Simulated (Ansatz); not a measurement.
Two structures of SiH4Cl3O2F, closed shell, reached by relaxing down either side of one saddle point (PBE0-D4/def2-TZVP). Energies are electronic, without zero-point energy. Computed with Ansatz 0.2.0 (basis: def2-TZVPP and def2-QZVPP); correlated methods freeze the cores. Extrapolation: Hartree–Fock as exp(−7.88 √X), correlation as X^−2.97. First:

```tsv
atom	x (Å)	y (Å)	z (Å)
Si1	-1.2744	0.9343	-0.9284
O2	0.1976	0.7091	-1.5020
Cl3	-2.5350	1.2221	-2.4766
Cl4	-1.3953	2.4842	0.3731
Cl5	-1.9377	-0.7345	0.0959
H6	1.7187	-0.3666	0.8406
F7	2.0899	0.3578	0.3174
H8	1.2225	-2.3755	1.3438
O9	0.9410	-1.4788	1.5445
H10	0.9617	0.6648	-0.8908
H11	0.0111	-1.4168	1.2824
```

Second:

Si1  (-0.809, 1.011, -0.189)
O2  (0.328, -0.198, -0.926)
Cl3  (-1.799, 0.849, -2.118)
Cl4  (-0.599, 3.049, -0.317)
Cl5  (-2.375, 0.207, 0.880)
H6  (1.380, -0.733, 1.501)
F7  (0.247, 0.907, 1.085)
H8  (0.849, -0.818, -0.297)
O9  (1.568, -1.445, 0.872)
H10  (-0.007, -0.578, -1.750)
H11  (1.218, -2.253, 1.257)
(Å)

(1) Which bonds change from the first to the second?

(2) Give the saddle point's structure and its height above each. (Judge from chemistry; the value comes from the calculation.)

No T1 diagnostic of these runs exceeds 0.010.

Results:

(1) SiHCl₃O ([OH][Si]([Cl])([Cl])[Cl]) + H₂O + HF → SiCl₃F ([F][Si]([Cl])([Cl])[Cl]) + H₂O + H₂O (still joined by a long Si–O bond); bonds formed: Si1–F7, O2–H8, H6–O9; bonds broken: H6–F7, H8–O9; bonds weakened to dative contacts: Si1–O2.

(2) Computed: 70.0 kJ/mol above the first and 33.0 kJ/mol above the second (CCSD(T) at an estimated basis limit (MP2 extrapolated from triple and quadruple zeta, plus CCSD(T) − MP2 in triple zeta)).
Si1  (-0.784, 0.866, -0.265)
O2  (0.272, -0.267, -0.970)
Cl3  (-1.935, 0.943, -2.080)
Cl4  (-0.366, 2.872, -0.211)
Cl5  (-2.299, 0.113, 0.914)
H6  (1.015, -0.339, 1.228)
F7  (0.324, 0.696, 1.186)
H8  (1.121, -1.125, -0.075)
O9  (1.523, -1.262, 0.868)
H10  (-0.006, -0.451, -1.873)
H11  (1.135, -2.044, 1.277)
(Å)

Steps of this kind, hydrogen fluoride cutting a network bond, underlie vapour etching and the fluorination step of atomic layer etching.

Labels in which every atom is bracketed show which atoms are joined, not bond orders.

For scale, one of the runs: CCSD(T)/def2-TZVPP, 317 basis functions, launched by `ansatz run in.yaml --threads 5 --pin off --events-out ev --progress --plain --max-ram 66560MiB --backend cuda --devices 0, --max-vram 37GiB`. Hardware: 5 CPU threads of an AMD EPYC 7R13 and a share of one NVIDIA H100, shared host. Wall time 21 s; peak host memory 0.83 GiB.
